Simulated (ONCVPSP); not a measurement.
**Debugging a pseudopotential input (holmium, ONCVPSP 4.0.1)**

Command:

```bash
oncvpsp.x < Ho.dat > Ho.out
```

Input:

```
# ATOM AND REFERENCE CONFIGURATION
# atsym  z   nc   nv     iexc    psfile
  Ho 67.00    8    5        4      upf
#
#   n    l    f
    1    0    2.00
    2    0    2.00
    2    1    6.00
    3    0    2.00
    3    1    6.00
    3    2   10.00
    4    0    2.00
    4    1    6.00
    4    2   10.00
    4    3   11.00
    5    0    2.00
    5    1    6.00
    6    0    2.00
#
# PSEUDOPOTENTIAL AND OPTIMIZATION
# lmax
    3
#
#   l,   rc,      ep,       ncon, nbas, qcut
    0    2.35    0.00    4    7    4.30
    1    1.85    0.00    3    5    5.90
    2    0.75    0.00    4    8   25.00
    3    1.15    0.00    4    9   15.30
#
# LOCAL POTENTIAL
# lloc, lpopt,  rc(5),   dvloc0
    4    5    0.55    1.00
#
# VANDERBILT-KLEINMAN-BYLANDER PROJECTORs
# l, nproj, debl
    0    2    0.60
    1    2    3.30
    2    2    1.30
    3    3    1.40
#
# MODEL CORE CHARGE
# icmod, fcfact, rcfact
    2    0.45    0.70
#
# LOG DERIVATIVE ANALYSIS
# epsh1, epsh2, depsh
   -7.00    5.00    0.04
#
# OUTPUT GRID
# rlmax, drl
    6.00    0.01
#
# TEST CONFIGURATIONS
# ncnf
    4
# nvcnf
#   n    l    f
    5
    4    2   10.00
    4    3   11.00
    5    0    2.00
    5    1    6.00
    6    0    1.00
#
    5
    4    2   10.00
    4    3   11.00
    5    0    2.00
    5    1    6.00
    6    0    0.00
#
    5
    4    2   10.00
    4    3   10.00
    5    0    2.00
    5    1    6.00
    6    0    0.00
#
    6
    4    2   10.00
    4    3   11.00
    5    0    2.00
    5    1    6.00
    6    0    1.50
    5    2    0.50
#
```

This is an input that runs to its end, with one change: nbas of l = 1 set to 5. The unchanged file is no sound one. Note: ghosts flagged at negative energy: s at -900.8 eV, p at -449.9 eV; GHOST(+) flagged for s at 2.94 eV. A true bound ghost makes a file unfit for plane-wave use.

Problem. How does the run end?

Solution. The program refuses the input: "test_data: must have ncon+3 <= nbas <= ncon+5, l= 1".

```
ONCVPSP  (Optimized Norm-Conservinng Vanderbilt PSeudopotential)
scalar-relativistic version 4.0.1

test_data: must have ncon+3 <= nbas <= ncon+5, l=   1
 for nproj=2
ERROR: test_data found   1 ERROR; stopping
```
